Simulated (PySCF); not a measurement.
Match the calculated data to a structure.

All candidates are C9H8.

| technique | computed result |
| --- | --- |
| Triplet | lowest triplet excitation (Tamm–Dancoff): 2.43 eV [TDA CAM-B3LYP/def2-SVPD] |
| 1H NMR | chemical shifts (computed TMS as zero) by class: 6.12 (1 H), 5.86 (1 H), 5.46 (1 H), 3.84 (1 H), 3.46 (1 H), 1.87 (3 H) ppm [GIAO PBE/pcSseg-1] |
| Polarisability | 116.4 au [CAM-B3LYP/def2-SVPD] |
| Dipole | 0.59 D [CAM-B3LYP/def2-SVPD] |
| 13C NMR | chemical shifts (computed TMS as zero) by class: 147.0 (1 C), 140.1 (1 C), 126.6 (1 C), 118.9 (1 C), 99.4 (1 C), 94.2 (1 C), 88.4 (1 C), 84.2 (1 C), 21.6 (1 C) ppm [GIAO PBE/pcSseg-1] |
| Rotational structure | rotational constants A, B, C: 2.509, 1.207, 0.819 GHz [PBE0-D3(BJ)/def2-SVP] |
| UV, first state | lowest singlet excitation: 4.47 eV (278 nm, f = 0.545) [TDDFT CAM-B3LYP/def2-SVPD] |
| Couplings | largest of the computed one-bond spin–spin couplings (means over like bonds): 13C–1H +276.9, 13C–1H +276.0, 13C–1H +173.1, 13C–1H +171.5, 13C–1H +168.3, 13C–1H +133.9 (×3) Hz [B3LYP/pcJ-1, spin–dipole term left out] |
| Valence photoelectron | vertical ionisation energy: 8.24 eV [ΔSCF CAM-B3LYP/def2-SVPD] |

Electronic properties: PySCF, gas phase, density fitting. Levels stand in brackets. The structure is a single PBE0-D3(BJ)/def2-SVP conformer in the gas phase; no vibrational or solvent corrections. NMR values are class means; diastereotopic atoms form classes of their own.

**Question.** Which candidate is it?
A. `C#CC1=C[C@@]2(C)C=C[C@@H]12`
B. `CC#Cc1ccccc1`
C. `C#C/C=C(\C#C)C(=C)C`

**Answer.** C. It is `C#C/C=C(\C#C)C(=C)C`. Numbering: `[CH:1]#[C:2]/[CH:3]=[C:4](\[C:5]#[CH:6])[C:7](=[CH2:8])[CH3:9]`. Its formula, C9H8, gives 6 degrees of unsaturation: 0 rings and 6 π bonds in the structure found. 9 carbons fall into 9 classes; from least to most shielded: fully substituted alkene carbon [C7] (147.0 ppm), fully substituted alkene carbon [C4] (140.1 ppm), terminal =CH2 carbon [C8] (126.6 ppm), alkene CH carbon [C3] (118.9 ppm), terminal alkyne carbon [C1] (99.4 ppm), terminal alkyne carbon [C6] (94.2 ppm), alkyne carbon [C2] (88.4 ppm), alkyne carbon [C5] (84.2 ppm), allylic carbon [C9] (21.6 ppm). Hydrogen classes from least to most shielded: 1 H on a terminal =CH2 carbon, C8 (6.12 ppm), 1 H on an alkene CH carbon, C3 (5.86 ppm), 1 H on a terminal =CH2 carbon, C8 (5.46 ppm), 1 H on a terminal alkyne carbon, C1 (3.84 ppm), 1 H on a terminal alkyne carbon, C6 (3.46 ppm), 3 H on an allylic carbon, C9 (1.87 ppm). The couplings run between: +276.9 Hz, terminal alkyne carbon [C1] and its hydrogen; +276.0 Hz, terminal alkyne carbon [C6] and its hydrogen; +173.1 Hz, alkene CH carbon [C3] and its hydrogen; +171.5 Hz, terminal =CH2 carbon [C8] and its hydrogen; +168.3 Hz, terminal =CH2 carbon [C8] and its hydrogen; +133.9 Hz, allylic carbon [C9] and its hydrogen (with 2 like pairs). S1 is mainly HOMO→LUMO (weight 0.94); the largest Löwdin shares of the orbital it empties are 0.17 on the alkene CH carbon, 0.16 on a terminal alkyne carbon, 0.14 on a fully substituted alkene carbon and 0.13 on the terminal =CH2 carbon, of the orbital it fills 0.20 on the alkene CH carbon, 0.17 on a fully substituted alkene carbon, 0.13 on the terminal =CH2 carbon and 0.12 on a terminal alkyne carbon. The optimised geometry has point group Cs and is an asymmetric top.

The others, at the same levels:
- `CC#Cc1ccccc1` fails: its computed lowest singlet excitation is 5.14 eV (241 nm, f = 0.000) (against 4.47 eV), lowest triplet excitation (Tamm–Dancoff) is 3.54 eV (against 2.43 eV) and static isotropic polarisability is 110.1 au (against 116.4 au).
- `C#CC1=C[C@@]2(C)C=C[C@@H]12` fails: its computed lowest singlet excitation is 4.93 eV (251 nm, f = 0.058) (against 4.47 eV), static isotropic polarisability is 100.8 au (against 116.4 au) and rotational constant A is 3.713 GHz (against 2.509 GHz).

Each candidate is one conformer, not necessarily the lowest. Dipoles, sizes and rotational constants follow the conformer. The torsions of the flexible species, by atom-mapped SMILES:
- `[CH:1]#[C:2]/[CH:3]=[C:4](\[C:5]#[CH:6])[C:7](=[CH2:8])[CH3:9]`: C3–C4–C7–C8 180°
